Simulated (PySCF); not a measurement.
## Assignment exercise: C$_{6}$H$_{9}$NSi

Geometry:
```csv
atom,x (Å),y (Å),z (Å)
C1,-0.832,2.751,-0.415
C2,-0.941,1.728,0.200
C3,-1.010,0.464,0.890
Si4,-1.985,-0.928,-0.038
C5,-0.139,-1.415,-0.151
N6,0.203,-0.345,0.772
C7,1.465,0.145,0.944
C8,2.589,-0.436,0.530
H9,-0.750,3.660,-0.932
H10,-1.265,0.644,1.942
H11,-2.656,-0.526,-1.270
H12,-2.810,-1.764,0.831
H13,0.328,-1.285,-1.135
H14,0.168,-2.391,0.234
H15,1.493,1.069,1.509
H16,3.546,-0.007,0.760
H17,2.591,-1.352,-0.033
```

PySCF 2.14 calculation with coordinates at the GFN2-xTB level and GIAO PBE0/pcSseg-1 shieldings; one conformer, relativity neglected, in vacuum.

Scale: 13C and 1H against TMS (reference shieldings calculated alike).

Task: Assign these signals to the numbered atoms. 13C{1H} NMR (computed): δ 147.3, 87.7, 85.2, 82.0, 45.8, 38.2.

Result: 
| δ (ppm) | atoms | environment | reason |
| --- | --- | --- | --- |
| 147.3 | C7 | alkene carbon bearing nitrogen | an sp2 carbon further deshielded by the attached heteroatom |
| 87.7 | C2 | alkyne carbon | sp carbons lie upfield of alkene carbons because the cylindrical π system leaves one tensor component strongly shielded |
| 85.2 | C8 | β carbon of an enol-ether or enamine type C=C | the O or N lone pair pushes π density onto this β carbon and shields it |
| 82.0 | C1 | terminal alkyne carbon | sp carbons lie upfield of alkene carbons because the cylindrical π system leaves one tensor component strongly shielded |
| 45.8 | C3 | propargylic sp3 CH bonded to N and Si | the inductive effect lowers its shielding |
| 38.2 | C5 | sp3 CH2 bonded to N and Si | pulled downfield by the heteroatom |

Task: Assign these signals to the numbered atoms. 1H NMR (600 MHz, computed): δ 6.47 (m, 1H), 4.88 (m, 1H), 4.60 (m, 1H), 4.41 (m, 1H), 4.05 (m, 1H), 3.63 (m, 1H), 3.32 (m, 1H), 3.31 (m, 1H), 2.07 (d, 1H).

Result: 
6.47 → H15, hydrogen on an alkene carbon bearing nitrogen: a vinylic proton, deshielded by the sp2 carbon and the C=C anisotropy
4.88 → H12, hydrogen on a silicon bonded to 2 C, in a 4-membered ring
4.60 → H11, hydrogen on a silicon bonded to 2 C, in a 4-membered ring
4.41 → H10, hydrogen on a propargylic sp3 CH bonded to N and Si: its carbon carries N, an electronegative neighbour
4.05 → H16, hydrogen on a β carbon of an enol-ether or enamine type C=C: lone-pair donation from O or N shields it, upfield of ordinary alkene protons
3.63 → H17, hydrogen on a β carbon of an enol-ether or enamine type C=C
3.32 → H13, hydrogen on an sp3 CH2 bonded to N and Si: its carbon carries N, an electronegative neighbour
3.31 → H14, hydrogen on an sp3 CH2 bonded to N and Si
2.07 → H9, hydrogen on a terminal alkyne carbon: it lies on the axis of the triple bond, in its shielding cone

H13 and H14 lie closer than the usual error of such a calculation, so a measured spectrum could show them in the other order.

Shifts are as computed. Against solution values, carbons near 30 ppm lie about +3 ppm off and those near 130 ppm about +5 ppm. Of 1309 compounds with measured shifts, 239 miss one by over three times the rms of a fit or turn the order of signals round; such compounds aren't used in these exercises. No couplings were computed; multiplicities are counted from neighbouring protons, with m where these are inequivalent, close in shift, in a saturated or five-membered ring or joined by F or P, and br s for small geminal =CH2 splittings.
